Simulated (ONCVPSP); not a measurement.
# Ranking ONCV potentials for Co (Z = 27)

All share these settings but for the change named:

```json
{
  "Element": "cobalt",
  "Generator": "ONCVPSP 4.0.1",
  "Type": "optimised norm-conserving Vanderbilt (ONCV)",
  "Functional": "Wu-Cohen",
  "Relativity": "scalar-relativistic",
  "Frozen core": "[Ne]",
  "Valence charge": "17",
  "Reference configuration": "3s2 3p6 3d7.5 4s1.5",
  "Partial waves": "3s+4s: rc 1.55 bohr, ncon 4, nbas 7, qcut 8.4 1/bohr, 2 projectors; 3p: rc 0.85 bohr, ncon 5, nbas 8, qcut 11 1/bohr, 1 projector; 3d: rc 1.65 bohr, ncon 4, nbas 8, qcut 8.4 1/bohr, 1 projector",
  "Local potential": "polynomial inside 0.60 bohr (lpopt 5, dvloc0 -1 Ha)",
  "Core correction": "Teter function, fcfact 4, rcfact 1.2"
}
```

Cutoff: the first of the cutoffs (Ha) at which the residual kinetic energy of the hardest occupied pseudo-wave falls to 1 and 0.1 mHa per electron; the density cutoff is not measured.

The base gives 93 Ha.

Of 5 variants that were run, those that failed, showed a ghost or another fault, or gave nearly equal values are left out.

Question: Rank these variants from softest to hardest (loose cutoff).
A. all radii but the core radius scaled by about 0.92 (s 1.42, p 0.78, d 1.52 bohr); local potential polynomial inside 0.56 bohr (lpopt 5, dvloc0 -1 Ha)
B. all radii but the core radius scaled by about 1.09 (s 1.68, p 0.92, d 1.80 bohr); local potential polynomial inside 0.66 bohr (lpopt 5, dvloc0 -1 Ha)
C. all radii but the core radius scaled by about 1.31 (s 2.04, p 1.12, d 2.16 bohr); local potential polynomial inside 0.78 bohr (lpopt 5, dvloc0 -1 Ha)

Answer: C (35 Ha), B (58 Ha), A (115 Ha).
